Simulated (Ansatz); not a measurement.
Cartesian coordinates in Å:
```
O 0.8815 0.1676 -1.3599
C -0.2737 -0.1046 -0.6609
F -1.2659 0.8201 -0.9988
Si 0.0866 0.0393 1.2120
H 0.7533 -0.0436 -2.2909
H -0.6940 -1.0827 -0.9336
H 0.6411 1.3849 1.4916
H -1.1869 -0.1642 1.9466
H 1.0579 -1.0168 1.5939
```

Charge 0, multiplicity 1.

Question: List the ωB97M-V/def2-TZVPP orbital energies in eV (Ansatz 0.2.0). (Estimate.)

Answer: Computed: Occupied: -1807.00, -677.26, -526.88, -284.69, -148.12, -102.22, -102.22, -102.22, -36.28, -32.23, -22.00, -18.43, -17.92, -16.99, -15.51, -14.30, -13.08, -12.28, -12.19, -11.87, -10.82. Lowest empty: 2.03, 2.36, 2.85, 3.22, 3.62, 4.29, 4.83, 5.95.
